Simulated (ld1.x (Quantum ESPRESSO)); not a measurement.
# Reading a pseudo-wave (Au (Z = 79))

Columns: radius, all-electron u(r) and pseudo u(r) of the 5d shell (level -6.90 eV) of gold in the configuration [Xe] 4f14 5d10 6s1 6p0; PBEsol, scalar-relativistic, TM scheme, ld1.x (Quantum ESPRESSO) 7.5.

| r (bohr) | all-electron | pseudo |
| --- | --- | --- |
| 0.125 | 0.2557 | 0.0049 |
| 0.250 | -0.2409 | 0.0369 |
| 0.375 | -0.4011 | 0.1139 |
| 0.500 | -0.1641 | 0.2376 |
| 0.625 | 0.1771 | 0.3931 |
| 0.750 | 0.4710 | 0.5543 |
| 0.875 | 0.6758 | 0.6942 |
| 1.000 | 0.7958 | 0.7938 |
| 1.125 | 0.8502 | 0.8469 |
| 1.250 | 0.8589 | 0.8583 |
| 1.375 | 0.8381 | 0.8389 |
| 1.500 | 0.7996 | 0.8003 |
| 1.625 | 0.7515 | 0.7518 |
| 1.750 | 0.6992 | 0.6992 |
| 1.875 | 0.6459 | 0.6459 |
| 2.000 | 0.5938 | 0.5938 |
| 2.125 | 0.5440 | 0.5440 |
| 2.250 | 0.4972 | 0.4972 |
| 2.375 | 0.4535 | 0.4535 |
| 2.500 | 0.4132 | 0.4132 |
| 2.625 | 0.3761 | 0.3761 |
| 2.750 | 0.3422 | 0.3422 |
| 2.875 | 0.3111 | 0.3111 |
| 3.000 | 0.2828 | 0.2828 |
| 3.125 | 0.2569 | 0.2569 |
| 3.250 | 0.2334 | 0.2334 |

**Question.** How many radial nodes do the two functions have?

**Answer.** The all-electron 5d function has n − l − 1 = 2; the pseudo-wave has 0, since the states of the same l below it are removed with the core.

**Question.** At about which radius was the pseudo-wave matched?

**Answer.** 1.95 bohr. The columns agree to 0.0005 from 1.62 bohr on; several derivatives are matched, so the curves merge somewhat inside the radius.

**Question.** Where does each function peak?

**Answer.** Outermost all-electron maximum near 1.25 bohr, pseudo maximum near 1.25 bohr (to the table’s step).

**Question.** Is the pseudo-wave norm-conserving?

**Answer.** Yes: the TM scheme keeps the norm inside the radius equal to the all-electron one, which fixes the energy derivative of the logarithmic derivative at the level.
